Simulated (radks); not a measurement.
Task: The europium ion Eu+, configuration [Xe] 4f6 6s1 6p1 (not the ground configuration). Calculated with a radial shooting solver on a logarithmic mesh with Libxc functionals: Dirac Kohn-Sham, LDA (Slater exchange, Perdew-Wang correlation), spin-unpolarised, spherical densities, finite nucleus; open shells are shared between the two j in proportion to 2j + 1; Fermi nuclear charge, rms radius 5.1115 fm. Some entries of the table are withheld. Estimate them.

orbital      occ.  eigenvalue (hartree)  r(max) (bohr)
1s1/2           2             -1774.373        0.01421
2s1/2           2             -291.7999        0.08079
2p1/2           2             -276.9957            (1)
2p3/2           4             -253.2120            (2)
3s1/2           2             -64.69781         0.2293
3p1/2           2             -58.28408            (3)
3p3/2           4             -53.43885            (4)
3d3/2           4                   (5)         0.1817
3d5/2           6                   (6)         0.1851
4s1/2           2             -13.32276         0.5276
4p1/2           2             -10.84329         0.5323
4p3/2           4              -9.76337         0.5585
4d3/2           4              -5.66919            (7)
4d5/2           6              -5.47463            (8)
5s1/2           2              -2.13551          1.219
5p1/2           2              -1.44492          1.325
5p3/2           4              -1.29047          1.400
4f5/2     2.57143              -0.69067         0.5819
4f7/2     3.42857              -0.66574         0.5868
6s1/2           1              -0.40202          3.138
6p1/2    0.333333                   (9)          3.771
6p3/2    0.666667                  (10)          3.973

Result: 
(1) 2p1/2 r(max) (bohr): 0.06108
(2) 2p3/2 r(max) (bohr): 0.06682
(3) 3p1/2 r(max) (bohr): 0.2163
(4) 3p3/2 r(max) (bohr): 0.2285
(5) 3d3/2 eigenvalue (hartree): -42.28769
(6) 3d5/2 eigenvalue (hartree): -41.23253
(7) 4d3/2 r(max) (bohr): 0.5676
(8) 4d5/2 r(max) (bohr): 0.5761
(9) 6p1/2 eigenvalue (hartree): -0.27022
(10) 6p3/2 eigenvalue (hartree): -0.25285
